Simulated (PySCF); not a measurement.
GaClBr₂, SMILES [Cl][Ga]([Br])[Br].

Coordinates come from a PBE0-D3(BJ)/def2-SVP optimisation. The structure was generated by enumeration; whether it is a known compound was not checked.

Method: PBE/def2-TZVP run with PySCF.

Symmetry labels are those of the subgroup C2v that the program uses (full group C2v).

Problem. List the valence orbital energies around the gap with their symmetry. (An estimate is asked for; the answer gives what the named calculation found.)

Solution. 
```
orbital  symmetry  energy (eV)
-------  --------  -----------
HOMO−7         A1        -9.66
HOMO−6         B2        -9.50
HOMO−5         B1        -8.66
HOMO−4         B2        -8.11
HOMO−3         B1        -8.00
HOMO−2         A1        -7.84
HOMO−1         A2        -7.79
HOMO           B2        -7.53
LUMO           A1        -3.07
LUMO+1         B1        -2.44
LUMO+2         A1         0.55
LUMO+3         B2         0.61
```
